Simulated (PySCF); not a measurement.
A side-by-side comparison of computed properties.

First species: C5H12GaN.
SMILES: `CC#[N+][GaH2-][CH](C)C`

Second species: C5H12GaN.
Atom-mapped SMILES: `[CH3:1][C:2]#[N+:3][GaH2-:4][CH2:5][CH2:6][CH3:7]` (hydrogens: H8, H9, H10 on C1; H11, H12 on Ga4; H13, H14 on C5; H15, H16 on C6; H17, H18, H19 on C7)

Structure used (PBE0-D3(BJ)/def2-SVP), in Å, numbered top down from 1:
```
atom  x, y, z in Å
C1    -3.551    1.075   -0.579
C2    -2.552    0.098   -0.198
N3    -1.757   -0.679    0.103
Ga4   -0.183   -2.056    0.619
C5     1.286   -0.719    0.804
C6     1.608    0.071   -0.461
C7     2.735    1.082   -0.288
H8    -3.060    1.961   -1.006
H9    -4.228    0.643   -1.329
H10   -4.134    1.375    0.303
H11   -0.837   -2.664    1.926
H12   -0.228   -2.918   -0.712
H13    1.042   -0.031    1.634
H14    2.186   -1.270    1.136
H15    0.703    0.600   -0.813
H16    1.868   -0.627   -1.276
H17    2.944    1.635   -1.218
H18    3.668    0.583    0.021
H19    2.489    1.821    0.493
```

Levels: CAM-B3LYP/def2-SVPD for dipole moment, HOMO energy, LUMO energy, HOMO–LUMO gap, static isotropic polarisability and electronic spatial extent ⟨r²⟩ about the centre of nuclear charge; TDDFT CAM-B3LYP/def2-SVPD for lowest singlet excitation; TDA CAM-B3LYP/def2-SVPD for lowest triplet excitation (Tamm–Dancoff); ΔSCF CAM-B3LYP/def2-SVPD for vertical ionisation energy; PBE0-D3(BJ)/def2-SVP for rotational constant A and rotational constant C. Geometries: PBE0-D3(BJ)/def2-SVP. All species are isolated and taken at one optimised geometry, non-relativistic unless stated; the electronic structure was computed with PySCF and density fitting.

Dipoles, sizes and rotational constants follow the conformer. The torsions of the flexible species, by atom-mapped SMILES:
- `[CH3:1][C:2]#[N+:3][GaH2-:4][CH:5]([CH3:6])[CH3:7]`: N3–Ga4–C5–C6 -63°
- `[CH3:1][C:2]#[N+:3][GaH2-:4][CH2:5][CH2:6][CH3:7]`: N3–Ga4–C5–C6 -61°, Ga4–C5–C6–C7 180°

Values for the first species:

- Dipole moment: 7.17 D
- HOMO energy: -7.59 eV
- LUMO energy: 0.36 eV
- HOMO–LUMO gap: 7.95 eV
- Lowest singlet excitation: 5.65 eV
- Lowest triplet excitation (Tamm–Dancoff): 5.42 eV
- Static isotropic polarisability: 101.7 au
- Vertical ionisation energy: 8.22 eV
- Electronic spatial extent ⟨r²⟩ about the centre of nuclear charge: 1509 bohr²
- Rotational constant A: 2.113 GHz
- Rotational constant C: 0.831 GHz

**Question.** Estimate the same properties for the second species, and the change in each.

**Answer.** 
```json
{"property": "dipole moment", "first": "7.17 D", "second": "7.41 D", "second less first": "+0.24 D"}
{"property": "HOMO energy", "first": "-7.59 eV", "second": "-7.89 eV", "second less first": "-0.30 eV"}
{"property": "LUMO energy", "first": "0.36 eV", "second": "0.36 eV", "second less first": "0.00 eV"}
{"property": "HOMO–LUMO gap", "first": "7.95 eV", "second": "8.25 eV", "second less first": "+0.30 eV"}
{"property": "lowest singlet excitation", "first": "5.65 eV", "second": "5.94 eV", "second less first": "+0.29 eV"}
{"property": "lowest triplet excitation (Tamm–Dancoff)", "first": "5.42 eV", "second": "5.68 eV", "second less first": "+0.26 eV"}
{"property": "static isotropic polarisability", "first": "101.7 au", "second": "102.3 au", "second less first": "+0.6 au"}
{"property": "vertical ionisation energy", "first": "8.22 eV", "second": "8.55 eV", "second less first": "+0.33 eV"}
{"property": "electronic spatial extent ⟨r²⟩ about the centre of nuclear charge", "first": "1509 bohr²", "second": "1758 bohr²", "second less first": "+249 bohr²"}
{"property": "rotational constant A", "first": "2.113 GHz", "second": "1.696 GHz", "second less first": "-0.417 GHz"}
{"property": "rotational constant C", "first": "0.831 GHz", "second": "0.653 GHz", "second less first": "-0.178 GHz"}
```

On the first: The polarisability is 15.07 Å³ as a volume (1 au = 0.148185 Å³), or 1.27 au for each of the 80 electrons. The ΔSCF ionisation energy exceeds −ε(HOMO) by 0.63 eV with CAM-B3LYP. Relativistic effects, spin–orbit coupling among them, are left out although an element past zinc is present.

On the second: The vertical singlet–triplet gap S1 − T1 is 0.26 eV (TDDFT singlet less Tamm–Dancoff triplet). The ΔSCF ionisation energy exceeds −ε(HOMO) by 0.66 eV with CAM-B3LYP. Relativistic effects, spin–orbit coupling among them, are left out although an element past zinc is present.
